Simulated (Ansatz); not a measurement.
`BCC#C` + `OCF` → `BOCF` + `C#CC` at 500 K and 1 bar (ligand exchange at a B–C bond).

Calculated with Ansatz (gas phase, PBE0-D4/def2-TZVP geometries, no zero-point term in ΔE). CBS: MP2 limit from def2 TZ/QZ plus the TZ coupled-cluster correction, frozen cores. This one scheme is used for every species. One conformer a species, not always the lowest.

```tsv
species	CCSD(T)/CBS energy (Eh)	H − E (kJ/mol)	S (J/(mol·K))
`BCC#C`	-141.86772	209.9	351.8
`OCF`	-214.81254	142.5	286.9
`BOCF`	-240.23545	181.4	330.8
`C#CC`	-116.49627	173.5	282.9
```

H − E and S are ideal-gas, rigid-rotor, harmonic terms from PBE0-D4/def2-TZVP, for one conformer and one mirror image of each species. 1 Eh = 2625.50 kJ/mol, R = 8.31446 J/(mol·K).

Q: By hand: ΔE, ΔH, ΔS and ΔG.

A: ΔE = (-240.23545) + (-116.49627) − (-141.86772) − (-214.81254) = -0.05146 Eh = -135.1 kJ/mol. Δ(H − E) = 181.4 + 173.5 − 209.9 − 142.5 = 2.5, so ΔH = -132.6 kJ/mol. ΔS = 330.8 + 282.9 − 351.8 − 286.9 = -25.0 J/(mol·K). ΔG = -132.6 − 500 × (-25.0)/1000 = -120.1 kJ/mol.

Q: By hand: the equilibrium constant, and the temperature at which ΔG would vanish if ΔH and ΔS stayed fixed.

A: log₁₀ K = −ΔG/(RT ln 10) = 12.5. ΔG = 0 at ΔH/ΔS = 5304 K, far beyond where these terms or the molecules hold.

ΔH outweighs TΔS. A doubt of 5 kJ/mol in ΔE shifts log₁₀ K by 0.5 here. Other conformers and mirror images would add mixing entropy, several J/(mol·K) or more a flexible species. These are equilibria of isolated gas molecules and say nothing of rates. Largest T1 diagnostic: 0.013 (customary marks: 0.02 for closed shells, 0.045 for open ones).
